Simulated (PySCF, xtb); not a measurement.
BrH₂NOSW, SMILES [NH]=[W]([OH])(=[S])[Br], multiplicity 1.

GFN2-xTB (xtb 6.7.1) at its own geometry gives an orbital gap of 2.09 eV and a dipole moment of 7.12 D.

The structure is a stationary point at r2SCAN-D4/def2-SVP. The multiplicity is an assumed one; no other spin state was optimised. The structure was generated by enumeration; whether it is a known compound was not checked. The def2 effective core potentials stand for the cores of W; spin–orbit coupling is left out. Other conformers were not sampled.

What does ωB97X/def2-TZVP in PySCF give? (An estimate is asked for; the answer gives what the named calculation found.)

gap 9.20 eV (levels -9.73 and -0.52 eV), dipole 3.33 D.
